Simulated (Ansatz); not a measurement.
Results of the Gaussian-basis code of Ansatz.

A structure relaxed at PBE0-D4/def2-TZVP, charge 0, multiplicity 1:

Cartesian coordinates in Å:
```
B 2.189 -0.313 0.461
N 0.646 -0.102 0.107
C -0.238 -1.080 0.324
C -1.586 -0.917 0.079
C -2.039 0.297 -0.411
C -1.117 1.306 -0.638
C 0.215 1.069 -0.369
H 2.414 -1.497 0.329
H 2.816 0.391 -0.302
H 2.308 0.049 1.617
H 0.182 -2.003 0.701
H -2.265 -1.738 0.269
H -3.091 0.453 -0.617
H -1.419 2.271 -1.024
H 0.987 1.811 -0.529
```

(1) Give its formula and SMILES.

(2) Point group (tolerance 0.08 Å, 0.16 Å for H)?

(3) Summarise the bond lengths by kind.

Results:

(1) C5H8BN, `[BH3-][n+]1ccccc1`.

(2) Cs.

(3) 1 × B–N 1.597 Å; 3 × B–H 1.212 to 1.217 Å; 2 × C–N 1.336 Å; 4 × C–C 1.380 to 1.385 Å; 5 × C–H 1.082 to 1.083 Å.
